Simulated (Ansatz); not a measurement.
Reaction (hydrogenolysis of the Al–F bond): `[F][Al]([F])[SH]` + H₂ → `[F][AlH][SH]` + H–F

Gas-phase electronic energies from Ansatz, PBE0-D4/def2-TZVP geometries. CCSD(T)/CBS is the MP2 limit (def2-TZVPP, def2-QZVPP) plus CCSD(T) − MP2 in def2-TZVPP, frozen cores. This one scheme is used for every species. One conformer a species, not always the lowest.

```json
{"species": "`[F][Al]([F])[SH]`", "SCS-MP2/def2-TZVPP energy (Eh)": "-839.96566"}
{"species": "H₂", "SCS-MP2/def2-TZVPP energy (Eh)": "-1.17094"}
{"species": "`[F][AlH][SH]`", "SCS-MP2/def2-TZVPP energy (Eh)": "-740.74495"}
{"species": "H–F", "SCS-MP2/def2-TZVPP energy (Eh)": "-100.33020"}
```

Question: Work out ΔE.

Answer: ΔE = (-740.74495) + (-100.33020) − (-839.96566) − (-1.17094) = 0.06145 Eh = +161.3 kJ/mol. CCSD(T)/CBS gives +158.2 kJ/mol.

Question: What do rigid-rotor, harmonic-oscillator terms from PBE0-D4/def2-TZVP frequencies (298.15 K, 1 bar) make of the CCSD(T)/CBS value? (Estimate.)

Answer: Ansatz gave: ΔZPE = +9.0 kJ/mol, ΔH = +165.3 kJ/mol, ΔS = 21 J/(mol·K), ΔG = +159.1 kJ/mol.

Largest T1 diagnostic among the species: 0.012.

From r2SCAN to r2SCAN0 (25 % exact exchange), in def2-TZVPP and without D4, ΔE moves by −5.1 kJ/mol. In def2-TZVPP, CCSD(T) changes the Hartree–Fock value by +4.3 kJ/mol (the triples alone add +1.4 kJ/mol) and MP2 by +10.5 kJ/mol.
